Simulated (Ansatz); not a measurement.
Species: C₂H₆BO₂, charge 0, multiplicity 2. It need not be the lowest isomer of its formula. 
Geometry from a B3LYP-D3(BJ)/def2-TZVP (Ansatz, a first-principles code) optimisation:
```xyz
11

B      0.1831     0.7083     0.3155
O      0.7904    -0.4227    -0.1007
C      2.2011    -0.6193    -0.0461
O     -1.1412     0.9059     0.2697
C     -2.0333    -0.1011    -0.2404
H      2.7045     0.2543     0.3700
H      2.5670    -0.8051    -1.0561
H      2.4082    -1.4908     0.5753
H     -1.7972    -0.3281    -1.2805
H     -1.9559    -1.0139     0.3513
H     -3.0419     0.2994    -0.1702
```
Charge 0, spin multiplicity 2.

Computed values are from Ansatz. Cores are frozen in the correlated levels unless marked. UHF or UKS for open shells. No spin-orbit coupling. Non-relativistic. CBS(X,Y): correlation extrapolated as X^-3; Hartree-Fock from the larger set. [CCSD(T)-MP2]/basis is that difference in the basis named.

Problem. What is the dipole moment at CCSD(T)/aug-cc-pVDZ?

Solution. 1.91 D.

Problem. What is the total energy at RI-MP2/CBS(cc-pVTZ,cc-pVQZ)+[CCSD(T)-MP2]/cc-pVTZ?

Solution. -254.8471 Eh.

Problem. What is the atomisation energy De at RI-MP2/CBS(cc-pVTZ,cc-pVQZ)+[CCSD(T)-MP2]/cc-pVTZ?

Solution. 1036.5 kcal/mol.

Problem. What is the T1 diagnostic at CCSD/cc-pVTZ?

Solution. 0.014.
